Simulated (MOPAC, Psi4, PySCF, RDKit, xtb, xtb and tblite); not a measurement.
Two geometries of SMILES CC(C)C[SiH2][SeH], relaxed at GFN2-xTB with one dihedral held; other torsions can differ between them too.

Structure A

```
18

C      1.5068    -0.0188     1.1477
C      0.9712    -0.7405    -0.0849
C      1.5043    -0.0910    -1.3564
C     -0.5599    -0.7938    -0.0785
Si    -1.4980     0.8419    -0.3235
Se    -1.3780     1.4539    -2.5366
H      1.1311    -0.4805     2.0585
H      1.2053     1.0259     1.1421
H      2.5937    -0.0599     1.1667
H      1.3337    -1.7765    -0.0521
H      1.0553    -0.5429    -2.2405
H      1.2798     0.9757    -1.3650
H      2.5837    -0.2079    -1.4245
H     -0.8843    -1.4799    -0.8658
H     -0.8888    -1.2314     0.8657
H     -2.9208     0.6369    -0.0468
H     -1.0005     1.9662     0.4700
H     -2.6142     2.1728    -2.5568
```

Structure B

```
18

C     -1.1979    -0.2440    -1.6253
C     -0.9553    -0.6457    -0.1746
C     -1.7092    -1.9315     0.1551
C      0.5402    -0.8180     0.0994
Si     1.5615     0.7819    -0.0028
Se     0.1816     2.5132     0.6056
H     -0.7204     0.7092    -1.8460
H     -0.7946    -0.9970    -2.3001
H     -2.2631    -0.1421    -1.8197
H     -1.3404     0.1530     0.4767
H     -1.5691    -2.2059     1.1987
H     -1.3503    -2.7497    -0.4670
H     -2.7746    -1.8057    -0.0244
H      0.9517    -1.5500    -0.5971
H      0.6648    -1.2391     1.0997
H      2.0432     1.0727    -1.3550
H      2.6840     0.7713     0.9359
H      1.2183     3.4954     0.6864
```

**Question.** Which is lower in energy at the level B3LYP-D3(BJ)/def2-SVP // GFN2-xTB (Psi4 1.11), and by how much?

**Answer.** B is lower, by 0.51 kcal/mol (dihedral C2–C4–Si5–Se6: 75° in A, 30° in B).

E(B) − E(A) in kcal/mol at the other levels, on the same two geometries: GFN2-xTB (xtb and tblite) -0.74; B3LYP/def2-SVP // GFN2-xTB (Psi4) -0.92; PBE/def2-SVP // GFN2-xTB (Psi4) -0.75; PBE-D3(BJ)/def2-SVP // GFN2-xTB (Psi4) -0.52; UFF // GFN2-xTB (RDKit) -0.65; PM3, restricted, heats of formation // GFN2-xTB (MOPAC) -0.77; PM7, restricted, heats of formation // GFN2-xTB (MOPAC) -0.87; GFN1-xTB // GFN2-xTB (xtb) -0.69; restricted B3LYP/6-31G*, spherical d, density fitting // GFN2-xTB (PySCF) -0.95; restricted MP2 (frozen core)/6-31G*, spherical d // GFN2-xTB (PySCF) -1.00; restricted B3LYP/LANL2DZ, with its core potentials past Ne // GFN2-xTB (PySCF) -0.69; restricted Hartree-Fock/LANL2DZ, with its core potentials past Ne // GFN2-xTB (PySCF) -1.13.
